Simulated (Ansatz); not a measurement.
Input for Ansatz (an electronic-structure program): U-CCSD(T)/def2-TZVPP on ClHSn (SMILES [Cl][SnH]), a point of a bond scan (R = 1.917 Å). Elements past Kr take the def2 small-core potentials; no spin–orbit coupling. The run froze 14 orbitals, filled d shells among them.

Ansatz 0.2 input:
```yaml
crystal:
  periodic: [false, false, false]
  atoms:
    - {symbol: Sn, position_ang: [-0.30483669, -0.30030482, 0.41765924]}
    - {symbol: H, position_ang: [-1.42233025, -0.94349575, -0.81898880]}
    - {symbol: Cl, position_ang: [0.72322865, 0.69093840, -0.86065511]}
basis:
  gaussian:
    orbitals: def2-TZVPP
correlation: {method: ccsd_t, electrons: outside_noble_gas}
scf: {omitted_lower_state_checks: [cluster_reference]}
magnetization: {spin_polarized: true, initial_magnetization: 0}
```

Program output:

```
WARN ansatz: RAYON_NUM_THREADS=1 ignored (pool sized by the plan → 1); use --threads N
Functional definition: HF
these checks for a lower state are left out or cut short: cluster_reference
integrals: 0.21 GiB planned
801 factors; integrals over basis functions are off by at most 7.6e-4 eV
mean field: 0.33 GiB planned
mean field evaluation 1: about -18323.2884 eV, gradient 8.0e0 eV
mean field evaluation 2: about -18323.2932 eV, gradient 8.0e0 eV
mean field evaluation 4: about -18323.7304 eV, gradient 9.3e-1 eV
mean field evaluation 8: about -18323.7384 eV, gradient 1.4e-3 eV
mean field evaluation 16: about -18323.7323 eV, gradient 1.3e-1 eV
mean field -18323.73844750 eV, -673.3849676695 hartree, gradient 9.8e-6 eV, S^2 0.000000; 2 other end points of the search recorded, 0 dependent functions left out
14 core orbitals not correlated
reference -18323.73844750 eV, -673.3849676695 hartree; 6, 6 occupied and 86, 86 virtual orbitals, 801 factors
second order -7.41523344 eV of doubles, -0.00000000 eV of singles
coupled cluster: 0.47 GiB planned
cycle   1  -7.98265697 eV  change   -5.7e-1 eV  update   6.4e-2
cycle   2  -8.21914737 eV  change   -2.4e-1 eV  update   2.3e-2
cycle   3  -8.23922996 eV  change   -2.0e-2 eV  update   8.2e-3
cycle   4  -8.23519789 eV  change    4.0e-3 eV  update   2.9e-3
cycle   5  -8.23506190 eV  change    1.4e-4 eV  update   8.0e-4
cycle   6  -8.23503240 eV  change    3.0e-5 eV  update   2.7e-4
cycle   7  -8.23502648 eV  change    5.9e-6 eV  update   8.0e-5
cycle   8  -8.23505050 eV  change   -2.4e-5 eV  update   2.8e-5
cycle   9  -8.23504581 eV  change    4.7e-6 eV  update   9.0e-6
perturbative correction -0.31681392 eV, -0.0116426968 hartree
Total energy: -18332.29030723 eV, -673.6992427180 hartree
Checks for a lower state left out: cluster_reference
```

The calculation finished and met its thresholds.

Cost: around 8 core-seconds (rough).
